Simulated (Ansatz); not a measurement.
Reaction (redistribution): `O[Si](F)(Cl)Cl` + `C[SiH2]C[SiH2]O` → `O[SiH2]C[Si](O)(Cl)Cl` + `C[SiH2]F`

Computed with Ansatz on PBE0-D4/def2-TZVP structures; ΔE is electronic, products minus reactants. CBS: MP2 limit from def2 TZ/QZ plus the TZ coupled-cluster correction, frozen cores. DFT in def2-TZVPP. B3LYP here is the variant with VWN-RPA as its local correlation; programs differ in this. Each species was taken in one conformer, which may not be the lowest.

```csv
level,ΔE (kJ/mol),difference from CCSD(T)/CBS
PBE-D4,-21.7,-1.1
r2SCAN-D4,-19.9,0.7
PBE0-D4,-21.0,-0.4
B3LYP-D4,-24.3,-3.7
ωB97X-V,-21.9,-1.3
B2PLYP,-20.7,-0.1
r2SCAN,-19.0,1.6
PBE0,-18.1,2.5
B3LYP,-19.5,1.1
MP2/def2-TZVPP,-22.5,-1.9
SCS-MP2/def2-TZVPP,-21.3,-0.7
CCSD/def2-TZVPP,-18.7,1.9
MP2/def2-QZVPP,-22.5,-1.9
SCS-MP2/def2-QZVPP,-21.3,-0.7
HF/CBS(def2),-15.2,5.4
CCSD/CBS(def2),-19.5,1.1
CCSD(T)/CBS,-20.6,0
```

Largest T1 diagnostic among the species: 0.011.

The D4 term adds −4.9 kJ/mol with B3LYP and −2.9 kJ/mol with PBE0; it sums over pairs of atoms, weighted by their polarisabilities, and B3LYP, whose exchange is more repulsive, gets the larger term. In def2-TZVPP, CCSD(T) changes the Hartree–Fock value by −3.3 kJ/mol (the triples alone add −1.1 kJ/mol) and MP2 by −6.0 kJ/mol.
